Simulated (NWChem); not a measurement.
The numbers come from NWChem runs, not from measurements. System: CH$_{7}$InO$_{2}$, charge 0, spin multiplicity 1, at a geometry optimised with PBE0/def2-SVP with def2 effective core potentials on In. The structure started from a generated list of species. Level: TPSS/def2-TZVP with def2 effective core potentials on In.

Input file:

```
start mol
memory heap 200 mb stack 800 mb global 1000 mb
geometry units angstroms nocenter noautoz noautosym
  In    -0.698221    -0.035526    -0.236405
  H     -1.509231    -0.919196     1.003177
  H     -0.848336    -0.129050    -1.957128
  O      0.108344     1.690380     0.485051
  H      0.334400     2.301967    -0.224080
  C      2.385571    -0.380676     0.889306
  O      1.453563    -1.022728     0.026783
  H      2.401182    -0.850800     1.885954
  H      2.027906     0.655063     0.985392
  H      3.397376    -0.400439     0.453409
  H      1.600866    -1.973955     0.006597
end
basis spherical
  * library def2-tzvp
end
ecp
  In library def2-ecp
end
dft
  xc xtpss03 ctpss03
  semidirect memsize 60000000 filesize 0
  iterations 100
  grid fine
end
task dft energy
```

Output (cleaned and shortened):

```
             Northwest Computational Chemistry Package (NWChem) 7.3.0
             --------------------------------------------------------

                                NWChem Input Module
                                -------------------

 Scaling coordinates for geometry "geometry" by  1.889725989
 (inverse scale =  0.529177249)

                             Geometry "geometry" -> ""
                             -------------------------

 Output coordinates in angstroms (scale by  1.889725989 to convert to a.u.)

  No.       Tag          Charge          X              Y              Z
 ---- ---------------- ---------- -------------- -------------- --------------
    1 In                  49.0000    -0.69822100    -0.03552600    -0.23640500
    2 H                    1.0000    -1.50923100    -0.91919600     1.00317700
    3 H                    1.0000    -0.84833600    -0.12905000    -1.95712800
    4 O                    8.0000     0.10834400     1.69038000     0.48505100
    5 H                    1.0000     0.33440000     2.30196700    -0.22408000
    6 C                    6.0000     2.38557100    -0.38067600     0.88930600
    7 O                    8.0000     1.45356300    -1.02272800     0.02678300
    8 H                    1.0000     2.40118200    -0.85080000     1.88595400
    9 H                    1.0000     2.02790600     0.65506300     0.98539200
   10 H                    1.0000     3.39737600    -0.40043900     0.45340900
   11 H                    1.0000     1.60086600    -1.97395500     0.00659700

 Effective nuclear repulsion energy (a.u.)     386.2816678604

            Nuclear Dipole moment (a.u.)
            ----------------------------
        X                 Y               Z
 ---------------- ---------------- ----------------
     0.0000302356    -0.0000453534    -0.0000302356


 Summary of "ao basis" -> "" (spherical)
 ------------------------------------------------------------------------------
       Tag                 Description            Shells   Functions and Types
 ---------------- ------------------------------  ------  ---------------------
 *                         def2-tzvp                  on all atoms

                                 NWChem DFT Module
                                 -----------------

 Summary of "ao basis" -> "ao basis" (spherical)
 ------------------------------------------------------------------------------
       Tag                 Description            Shells   Functions and Types
 ---------------- ------------------------------  ------  ---------------------
 In                        def2-tzvp                16       50   6s5p3d2f
 H                         def2-tzvp                 4        6   3s1p
 O                         def2-tzvp                11       31   5s3p2d1f
 C                         def2-tzvp                11       31   5s3p2d1f

 Summary of "ao basis" -> "ao basis" (spherical)
 ------------------------------------------------------------------------------
       Tag                 Description            Shells   Functions and Types
 ---------------- ------------------------------  ------  ---------------------
 In                        def2-tzvp                16       50   6s5p3d2f
 H                         def2-tzvp                 4        6   3s1p
 O                         def2-tzvp                11       31   5s3p2d1f
 C                         def2-tzvp                11       31   5s3p2d1f

            General Information
            -------------------
          SCF calculation type: DFT
          Wavefunction type:  closed shell.
          No. of atoms     :    11
          No. of electrons :    50
           Alpha electrons :    25
            Beta electrons :    25
          Charge           :     0
          Spin multiplicity:     1
          Use of symmetry is: off; symmetry adaption is: off
          Maximum number of iterations: 100
          AO basis - number of functions:   185
                     number of shells:    77
          Convergence on energy requested:  1.00D-06
          Convergence on density requested:  1.00D-05
          Convergence on gradient requested:  5.00D-04

              XC Information
              --------------
                  TPSS metaGGA Exchange Functional  1.000
             TPSS03 metaGGA Correlation Functional  1.000

             Grid Information
             ----------------
          Grid used for XC integration:  fine
          Radial quadrature: Mura-Knowles
          Angular quadrature: Lebedev.
          Tag              B.-S. Rad. Rad. Pts. Rad. Cut. Ang. Pts.
          ---              ---------- --------- --------- ---------
          In                  1.55      141          12.0       974
          H                   0.35       60          14.0       590
          O                   0.60       70          11.0       590
          C                   0.70       70          13.0       590
          Grid pruning is: on
          Number of quadrature shells:   771
          Spatial weights used:  Erf1

          Convergence Information
          -----------------------
          Convergence aids based upon iterative change in
          total energy or number of iterations.
          Levelshifting, if invoked, occurs when the
          HOMO/LUMO gap drops below (HL_TOL):  1.00D-02
          DIIS, if invoked, will attempt to extrapolate
          using up to (NFOCK): 10 stored Fock matrices.

                    Damping( 0%)  Levelshifting(0.5)       DIIS
                  --------------- ------------------- ---------------
          dE  on:    start            ASAP                start
          dE off:    2 iters        100 iters           100 iters

      Screening Tolerance Information
      -------------------------------
          Density screening/tol_rho:  1.00D-10
          AO Gaussian exp screening on grid/accAOfunc:  14
          CD Gaussian exp screening on grid/accCDfunc:  20
          XC Gaussian exp screening on grid/accXCfunc:  20
          Schwarz screening/accCoul:  1.00D-08

      Superposition of Atomic Density Guess
      -------------------------------------

 Sum of atomic energies:        -408.79802693

      Non-variational initial energy
      ------------------------------

 Total energy =    -381.099653
 1-e energy   =   -1015.224666
 2-e energy   =     422.832928
 HOMO         =      -0.332409
 LUMO         =      -0.043828

------------------------------------------------------------
EAF file 0: "./mol.aoints.0" size=524288 bytes
------------------------------------------------------------
               write      read    awrite     aread      wait
               -----      ----    ------     -----      ----
     calls:        1         0         0         0         0
   data(b): 5.24e+05  0.00e+00  0.00e+00  0.00e+00
   time(s): 0.00e+00  0.00e+00  0.00e+00  0.00e+00  0.00e+00
rate(mb/s): 0.00e+00  0.00e+00
------------------------------------------------------------

 Grid integrated density:      50.000010029549
 Requested integration accuracy:   0.10E-06

   convergence    iter        energy       DeltaE   RMS-Dens  Diis-err    time
 ---------------- ----- ----------------- --------- --------- ---------  ------
 d= 0,ls=0.0,diis     1   -382.7839576176 -5.94D+02  2.36D-02  1.23D+00    21.9
 Grid integrated density:      50.000019227298
 Requested integration accuracy:   0.10E-06
 d= 0,ls=0.0,diis     2   -381.4305888805  1.35D+00  1.47D-02  1.18D+01    30.9
 Grid integrated density:      50.000009412256
 Requested integration accuracy:   0.10E-06
 d= 0,ls=0.0,diis     3   -382.9030817348 -1.47D+00  2.11D-03  1.97D-01    39.5
 Grid integrated density:      50.000009423484
 Requested integration accuracy:   0.10E-06
 d= 0,ls=0.0,diis     4   -382.9076315908 -4.55D-03  9.18D-04  1.87D-01    47.5
 Grid integrated density:      50.000014803417
 Requested integration accuracy:   0.10E-06
 d= 0,ls=0.0,diis     5   -382.9231081826 -1.55D-02  2.02D-04  4.12D-03    55.4
 Grid integrated density:      50.000014721639
 Requested integration accuracy:   0.10E-06
  Resetting Diis
 d= 0,ls=0.0,diis     6   -382.9234323647 -3.24D-04  7.07D-05  4.29D-04    63.7
 Grid integrated density:      50.000014719368
 Requested integration accuracy:   0.10E-06
 d= 0,ls=0.0,diis     7   -382.9234793000 -4.69D-05  4.95D-05  2.52D-05    72.2
 Grid integrated density:      50.000014704555
 Requested integration accuracy:   0.10E-06
 d= 0,ls=0.0,diis     8   -382.9234700640  9.24D-06  3.33D-05  1.23D-04    80.8
 Grid integrated density:      50.000014718459
 Requested integration accuracy:   0.10E-06
 d= 0,ls=0.0,diis     9   -382.9234819158 -1.19D-05  5.65D-06  3.12D-06    90.0
 Grid integrated density:      50.000014714312
 Requested integration accuracy:   0.10E-06
 d= 0,ls=0.0,diis    10   -382.9234822126 -2.97D-07  1.34D-06  2.16D-07    99.3

         Total DFT energy =     -382.923482212599
      One electron energy =    -1019.196854424987
           Coulomb energy =      466.883332976468
    Exchange-Corr. energy =      -41.902045595692
 Nuclear repulsion energy =      211.292084831612

 Numeric. integr. density =       50.000014714312

     Total iterative time =     96.7s

                       DFT Final Molecular Orbital Analysis
                       ------------------------------------

 Vector   23  Occ=2.000000D+00  E=-2.535550D-01
              MO Center= -7.2D-01, -1.5D-01,  3.1D-01, r^2= 3.8D+00
   Bfn.  Coefficient  Atom+Function         Bfn.  Coefficient  Atom+Function
  ----- ------------  ---------------      ----- ------------  ---------------
    52      0.271959   2 H  s                53      0.209155   2 H  s
    69      0.162587   4 O  py               15      0.151490   1 In pz
    12     -0.148097   1 In pz               51      0.144655   2 H  s
    58     -0.135331   3 H  s                72      0.134439   4 O  py
    11      0.125082   1 In py               14     -0.124133   1 In py

 Vector   24  Occ=2.000000D+00  E=-2.349296D-01
              MO Center= -2.2D-01,  9.7D-01, -1.9D-01, r^2= 3.3D+00
   Bfn.  Coefficient  Atom+Function         Bfn.  Coefficient  Atom+Function
  ----- ------------  ---------------      ----- ------------  ---------------
    70      0.288281   4 O  pz               73      0.232171   4 O  pz
    58      0.205844   3 H  s                59      0.201565   3 H  s
    76      0.182042   4 O  pz               68      0.158786   4 O  px
    69      0.155270   4 O  py               15     -0.149781   1 In pz
    12      0.142507   1 In pz               71      0.133146   4 O  px

 Vector   25  Occ=2.000000D+00  E=-2.227708D-01
              MO Center=  9.5D-02,  1.5D+00,  4.3D-01, r^2= 1.4D+00
   Bfn.  Coefficient  Atom+Function         Bfn.  Coefficient  Atom+Function
  ----- ------------  ---------------      ----- ------------  ---------------
    68      0.395682   4 O  px               71      0.325086   4 O  px
    74      0.278664   4 O  px               69     -0.193688   4 O  py
    72     -0.157553   4 O  py               75     -0.146143   4 O  py
    22     -0.075915   1 In d -2            104     -0.074469   6 C  s
   170      0.068999   9 H  s               106     -0.066870   6 C  py

 Vector   26  Occ=0.000000D+00  E=-3.602944D-02
              MO Center=  3.6D-02, -8.6D-01, -1.8D-01, r^2= 7.7D+00
   Bfn.  Coefficient  Atom+Function         Bfn.  Coefficient  Atom+Function
  ----- ------------  ---------------      ----- ------------  ---------------
   182     -0.567386  11 H  s               135      0.553664   7 O  s
    20      0.392831   1 In py              104      0.389791   6 C  s
    19     -0.337852   1 In px               16     -0.204853   1 In px
    13     -0.191367   1 In px              143     -0.187195   7 O  py
    10      0.163959   1 In px               14      0.154545   1 In py

 Vector   27  Occ=0.000000D+00  E=-1.591457D-02
              MO Center= -2.7D-01,  3.5D-01, -2.0D-01, r^2= 7.5D+00
   Bfn.  Coefficient  Atom+Function         Bfn.  Coefficient  Atom+Function
  ----- ------------  ---------------      ----- ------------  ---------------
     6      0.661280   1 In s               104     -0.635467   6 C  s
    59     -0.491939   3 H  s                20      0.475935   1 In py
   182      0.440490  11 H  s                 5      0.419942   1 In s
     2      0.371659   1 In s                53     -0.360320   2 H  s
   135     -0.275184   7 O  s                 1     -0.273612   1 In s

 Vector   28  Occ=0.000000D+00  E= 1.162296D-02
              MO Center= -1.0D+00, -5.3D-01, -4.9D-01, r^2= 8.4D+00
   Bfn.  Coefficient  Atom+Function         Bfn.  Coefficient  Atom+Function
  ----- ------------  ---------------      ----- ------------  ---------------
    19      0.708562   1 In px                6     -0.623449   1 In s
    53      0.603789   2 H  s               182     -0.562547  11 H  s
    59      0.519142   3 H  s                20      0.465691   1 In py
   135      0.365612   7 O  s                16      0.271978   1 In px
   170     -0.231780   9 H  s               143     -0.189004   7 O  py

 center of mass
 --------------
 x =  -0.21814796 y =   0.00799542 z =  -0.06986544

 moments of inertia (a.u.)
 ------------------
         374.711188956312         113.583689372333        -190.667417361063
         113.583689372333         758.992176941131         -25.881728748396
        -190.667417361063         -25.881728748396         925.470674291143

     Multipole analysis of the density
     ---------------------------------

     L   x y z        total         alpha         beta         nuclear
     -   - - -        -----         -----         ----         -------
     0   0 0 0     -0.000000    -25.000000    -25.000000     50.000000

     1   1 0 0      1.089831    -17.927349    -17.927349     36.944529
     1   0 1 0     -0.921966     -1.400842     -1.400842      1.879718
     1   0 0 1     -0.178461     -6.343585     -6.343585     12.508709

     2   2 0 0    -28.462563   -172.201628   -172.201628    315.940692
     2   1 1 0     -3.127327     31.154416     31.154416    -65.436158
     2   1 0 1      1.595615    -43.976749    -43.976749     89.549113
     2   0 2 0    -29.867471    -92.592406    -92.592406    155.317341
     2   0 1 1     -2.631313     -5.148016     -5.148016      7.664719
     2   0 0 2    -35.491883    -48.862639    -48.862639     62.233396

 Task  times  cpu:       99.4s     wall:       99.4s

 Total times  cpu:       99.4s     wall:       99.4s
```
